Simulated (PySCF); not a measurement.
Level of theory: TPSSh-D3(BJ)/def2-TZVP // CAM-B3LYP-D3(BJ)/def2-TZVP (PySCF). Gas-phase values, no solvent. Delta-SCF ions had no search for a lower state. Excitations are Tamm–Dancoff values on a coarser integration grid. The basis has no diffuse functions, so Rydberg states are missing or too high.

Reference species (SMILES): `C=[SiH2]` (neutral, multiplicity 1).

```yaml
adiabatic ionisation energy (no zero-point term): 8.57 eV
T1 excitation (TDA): 2.71 eV
vertical ionisation energy (Delta-SCF): 8.76 eV
```

After one change: the adiabatic ionisation energy (no zero-point term) falls by 0.80 eV; the T1 excitation (TDA) decreases by 0.69 eV; the vertical ionisation energy (Delta-SCF) decreases by 0.80 eV.

Q: Which change was made? The new species is one of these.
A) `[CH2]=[SnH2]`
B) `[NH2][GaH2]`
C) `[CH2]=[GeH2]`
D) `BN`

A: A, `[CH2]=[SnH2]`
